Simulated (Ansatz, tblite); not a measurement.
Spin states of the cluster Mg₅⁻ (the lowest doublet isomer of a short search), each relaxed with B3LYP/def2-SVPD in Ansatz. Electronic energies in the gas phase.

The xTB rows come from tblite. B3LYP takes the VWN-RPA correlation. Correlated methods freeze 5 core orbitals; core or outer-core shells of Mg are correlated, in sets that lack core-valence functions. The structure comes from a short search, and lower isomers may exist.

Doublet geometry:

```tsv
atom	x (Å)	y (Å)	z (Å)
Mg1	2.798	-1.039	-1.697
Mg2	-1.853	-0.974	2.722
Mg3	0.370	-0.781	0.401
Mg4	0.606	1.407	-1.857
Mg5	-1.921	1.386	0.431
```

Quartet geometry (Cs within 0.1 Å):

```tsv
atom	x (Å)	y (Å)	z (Å)
Mg1	-0.910	3.419	-1.349
Mg2	1.715	-2.216	1.838
Mg3	0.961	0.642	0.741
Mg4	-1.252	0.417	-1.148
Mg5	-0.514	-2.262	-0.082
```

⟨S²⟩: doublet 0.76 at PBE0/def2-TZVPD (pure 0.75), quartet 3.81 at PBE0/def2-TZVPD (pure 3.75).

Run but left out: HF/STO-3G (doublet: a determinant that CCSD turns far, T1 0.061); HF/def2-SVPD, HF/def2-TZVPD, LC-ωPBE/def2-TZVPD, MP2/def2-SVPD, MP2/def2-TZVPD, CCSD/def2-SVPD, CCSD(T)/def2-SVPD (doublet: ⟨S²⟩ 1.37 to 2.22, where a pure state has 0.75).

Only these spin states were relaxed. The quartet has other bonds than the doublet, so the gap mixes isomer and spin.

| level | quartet − doublet (kcal/mol) | lowest of these | remarks |
| --- | --- | --- | --- |
| GFN1-xTB | 112.4 | doublet | – |
| r2SCANh/def2-TZVPD | 10.4 | doublet | spin-contaminated (⟨S²⟩ 3.90) (quartet) |
| B3LYP/def2-TZVPD | 19.5 | doublet | HOMO above zero (doublet), HOMO above zero (quartet) |
| r2SCAN0/def2-TZVPD | 10.3 | doublet | spin-contaminated (⟨S²⟩ 0.84) (doublet), spin-contaminated (⟨S²⟩ 3.94) (quartet) |
| RPA@PBE/def2-TZVPD | 18.9 | doublet | – |

(1) Estimate the rows for GFN2-xTB, PBE/def2-TZVPD, r2SCAN/def2-TZVPD, PBE0/def2-TZVPD, CAM-B3LYP/def2-TZVPD.

Answers

(1) 
```json
{"level": "GFN2-xTB", "quartet − doublet (kcal/mol)": "66.7", "lowest of these": "doublet", "remarks": "–"}
{"level": "PBE/def2-TZVPD", "quartet − doublet (kcal/mol)": "15.8", "lowest of these": "doublet", "remarks": "HOMO above zero (doublet), HOMO above zero (quartet)"}
{"level": "r2SCAN/def2-TZVPD", "quartet − doublet (kcal/mol)": "10.5", "lowest of these": "doublet", "remarks": "HOMO above zero (quartet), spin-contaminated (⟨S²⟩ 3.88) (quartet)"}
{"level": "PBE0/def2-TZVPD", "quartet − doublet (kcal/mol)": "14.3", "lowest of these": "doublet", "remarks": "–"}
{"level": "CAM-B3LYP/def2-TZVPD", "quartet − doublet (kcal/mol)": "18.8", "lowest of these": "doublet", "remarks": "–"}
```

The xTB methods have no term that favours high spin, so they put low spin too low.
